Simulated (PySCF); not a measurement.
C₄H₅Br, SMILES C=C/C=C/Br. Geometry: B3LYP-D3(BJ)/def2-SVP. Other conformers were not sampled.

These are PySCF with B3LYP-D3(BJ)/def2-SVP values and carry that method's errors.

Harmonic wavenumbers (cm⁻¹): 146, 160, 240, 323, 453, 647, 759, 834, 931, 954, 966, 1038, 1167, 1230, 1293, 1309, 1429, 1644, 1705, 3139, 3148, 3166, 3205, 3241. Rotational constants (GHz): 28.82, 0.9861, 0.9535; symmetry number 1.

**Question.** Work out the zero-point energy and the ideal-gas rigid-rotor harmonic-oscillator thermochemistry at 298.15 K and 1 atm.

**Answer.** ZPE = ½ Σ hcν = ½ × 33125 cm⁻¹ = 47.35 kcal/mol. H − E(el) = 51.58 kcal/mol. Entropy in cal/(mol K): translation 40.57, rotation 26.88, vibration 10.55, total 77.99. G − E(el) = 28.33 kcal/mol. Cp = 21.29 cal/(mol K). Modes under 150 cm⁻¹ make the vibrational entropy uncertain.
